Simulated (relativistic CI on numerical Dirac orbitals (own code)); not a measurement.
# One change at a time: Sm52+

Base calculation: Dirac-Coulomb-Breit CI, KLI orbitals optimised for each configuration, model QED (radiative potential, 1s self-energy scaled to tabulated hydrogen-like ionisation energies), unscaled Slater integrals.

CI space (outside the closed core 1s2): 2s2 2p6, 2s2 2p5 3s, 2s2 2p5 3p, 2s2 2p5 3d, 2s 2p6 3s, 2s 2p6 3p, 2s 2p6 3d, 2s2 2p5 4s, 2s2 2p5 4p, 2s2 2p5 4d, 2s2 2p5 4f, 2s 2p6 4s, 2s2 2p4 3s2, 2s 2p6 4p, 2s 2p6 4d, 2s2 2p4 3s 3p. Levels of other configurations are missing.

Variants: (1) P86 correlation estimate; (2) QED terms removed; (3) Breit term removed. Shifts of the energy above 2s2 2p6 1S_0, in eV, for the lowest level and the first level of each name with at least 55 % of one term (blank where a level changes its place among those of its configuration and J or its character, or is not in the variant):

| Level | Base | Δ(1) | Δ(2) | Δ(3) |
| --- | --- | --- | --- | --- |
| 2s2 2p6 1S_0 | 0.00 | 0.00 | 0.00 | 0.00 |
| 2s2 2p5 3s 3P°_2 | 5697.16 | +1.52 | -1.64 | +11.16 |
| 2s2 2p5 3s 1P°_1 | 5703.87 | +1.52 | -1.64 | +10.92 |
| 2s2 2p5 3p 3D_3 | 5976.65 | +1.63 | +0.73 | +11.44 |
| 2s2 2p5 3p 1P_1 | 5976.78 | +1.63 | +0.74 | +11.04 |
| 2s2 2p5 3p 3P_2 | 5986.77 | +1.63 | +0.74 | +10.42 |
| 2s2 2p5 3p 1S_0 | 6031.05 | +1.63 | +0.73 | +9.44 |
| 2s2 2p5 3d 3P°_0 | 6103.67 | +1.28 | +1.14 | +9.46 |
| 2s2 2p5 3d 3P°_1 | 6111.27 | +1.28 | +1.13 | +11.05 |
| 2s2 2p5 3d 3D°_2 | 6119.68 | +1.28 | +1.13 | +11.08 |
| 2s2 2p5 3d 3F°_4 | 6148.72 | +1.28 | +1.02 | +13.77 |
| 2s2 2p5 3d 3D°_3 | 6162.22 | +1.28 | +1.02 | +12.70 |
| 2s2 2p5 3d 1P°_1 | 6186.65 | +1.28 | +1.02 | +13.45 |
| 2s2 2p5 3s 3P°_0 | 6317.26 | +1.52 | -2.51 | +18.28 |
| 2s2 2p5 3s 3P°_1 | 6320.59 | +1.52 | -2.50 | +18.89 |
| 2s2 2p5 3p 3D_1 | 6429.22 | +1.63 | +0.11 | +16.96 |
| 2s2 2p5 3p 3P_0 | 6467.08 | +1.63 | +0.11 | +15.47 |
| 2s 2p6 3s 3S_1 | 6695.85 | +1.76 | +6.96 | +10.16 |
| 2s 2p6 3s 1S_0 | 6717.94 | +1.77 | +7.18 | +9.18 |
| 2s2 2p5 3d 3F°_2 | 6733.23 | +1.28 | +0.26 | +19.75 |
| 2s 2p6 3p 3P°_0 | 6808.20 | +1.85 | +9.76 | +6.71 |
| 2s 2p6 3p 3P°_1 | 6811.52 | +1.83 | +9.46 | +8.03 |

At this charge energies of transitions that change n are usually good to better than 1 %, and those within a shell (Δn = 0) to a few per cent.

Ionisation energy from the two ground configurations alone: base 10492.3 eV; P86 correlation estimate 10494.5 eV; Breit term removed 10506.5 eV. The NIST ASD value (theoretical) is 10494 eV.

LS names give the leading component of a level, which can be under half, so a name can repeat, a term be missing and a line seem to break the LS rules.
